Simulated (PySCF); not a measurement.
Structure with atom numbers: `[CH3:1][O:2][Si@H:3]([OH:4])[n:5]1[cH:6][cH:7][cH:8][n:9]1`. Hydrogens are named by the atom that carries them.

Calculated, not measured (PySCF): PBE0/pcSseg-1 with gauge-including orbitals, GFN2-xTB structure. Isolated molecule, one conformer, equivalent nuclei averaged, non-relativistic.

List the cross peaks expected in HSQC, COSY and HMBC spectra.

Results:



HSQC (one-bond C–H):
```
          δH          δC
7.80 (H(C8))  146.9 (C8)
7.65 (H(C6))  137.2 (C6)
6.57 (H(C7))  112.4 (C7)
4.15 (H(C1))   52.1 (C1)
```

COSY cross peaks (H two or three bonds apart, from the bond graph; peaks can be absent where the dihedral angle is near 90°):
```
          δH            δH
7.80 (H(C8))  6.57 (H(C7))
7.65 (H(C6))  6.57 (H(C7))
```

HMBC (two and three bonds, from the bond graph):
```
           δH                      δC
 7.80 (H(C8))  137.2 (C6), 112.4 (C7)
 7.65 (H(C6))  146.9 (C8), 112.4 (C7)
 6.57 (H(C7))  146.9 (C8), 137.2 (C6)
5.18 (H(Si3))   137.2 (C6), 52.1 (C1)
```

δ = σ(ref) − σ, references computed at the same level: ¹H (σ = 31.72 ppm), ¹³C (σ = 186.93 ppm) against TMS.

OH/NH shifts are gas-phase values; hydrogen bonding in solution moves them, usually downfield. Shifts are as computed. Against solution values, carbons near 30 ppm lie about +3 ppm off and those near 130 ppm about +5 ppm. Of 1211 compounds with measured shifts, 218 miss one by over three times the rms of a fit or turn the order of signals round; such compounds aren't used in these exercises.
